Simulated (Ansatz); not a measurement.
Calculated with Ansatz (gas phase, PBE0-D4/def2-TZVP geometries, no zero-point term in ΔE). CBS: MP2 limit from def2 TZ/QZ plus the TZ coupled-cluster correction, frozen cores. DFT in def2-TZVPP. Each species was taken in one conformer, which may not be the lowest.

`N=C(S)N[SiH2]F` + `O[SiH2]CS` → `F[SiH2]CS` + `N=C(S)N[SiH2]O`  (redistribution)

(1) Is it downhill or uphill in electronic energy at CCSD(T)/CBS, and by how much? (Best estimate.)

(2) What do these levels give: PBE-D4, r2SCAN-D4, ωB97M-V, PBE, r2SCAN, HF/def2-TZVPP, MP2/def2-TZVPP, SCS-MP2/def2-TZVPP, MP2/def2-QZVPP, SCS-MP2/def2-QZVPP, HF/CBS(def2), CCSD/CBS(def2)? (An estimate is asked.)

Largest T1 diagnostic among the species: 0.014.

## Answers

(1) The calculation gave: Uphill: ΔE = +15.0 kJ/mol.

(2) The calculation gave: PBE-D4 15.2, r2SCAN-D4 15.8, ωB97M-V 14.1, PBE 14.7, r2SCAN 15.8, HF/def2-TZVPP 10.8, MP2/def2-TZVPP 15.5, SCS-MP2/def2-TZVPP 14.7, MP2/def2-QZVPP 15.8, SCS-MP2/def2-QZVPP 14.9, HF/CBS(def2) 11.1, CCSD/CBS(def2) 14.1 kJ/mol.

In def2-TZVPP, CCSD(T) changes the Hartree–Fock value by +3.7 kJ/mol (the triples alone add +0.9 kJ/mol) and MP2 by +4.6 kJ/mol.
